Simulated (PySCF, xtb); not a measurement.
Si(Br)(OH)2(OMe) (CH5BrO3Si), SMILES CO[Si](O)(O)Br.

Geometry optimised at PBE-D3(BJ)/def2-SVP. Other conformers were not sampled.

Calculation: IEF-PCM-M06-2X/def2-SVP (PySCF 2.14.0).

The values are the electrostatic part of the solvation free energy, E(continuum) − E(gas) at the gas-phase geometry, in a cavity of scaled van der Waals radii (PySCF's table); cavitation and dispersion terms are not included. In vacuum the orbital gap is 11.17 eV. The dipole moment in vacuum is 0.59 D.

Task: Estimate the values in water (ε = 78.36), chloroform (ε = 4.71), diethylether (ε = 4.24). (Estimate from the structure and the level; the computed values follow.)

Result: 
| solvent | ε | ΔG(elec) (kcal/mol) | dipole (D) | gap (eV) |
|---|---|---|---|---|
| water | 78.36 | -8.6 | 0.73 | 11.41 |
| chloroform | 4.71 | -6.1 | 0.66 | 11.35 |
| diethylether | 4.24 | -5.8 | 0.66 | 11.35 |

For comparison, GFN2-xTB/ALPB(water) (xtb, at the GFN2-xTB geometry, all terms of that model) gives -8.3 kcal/mol.
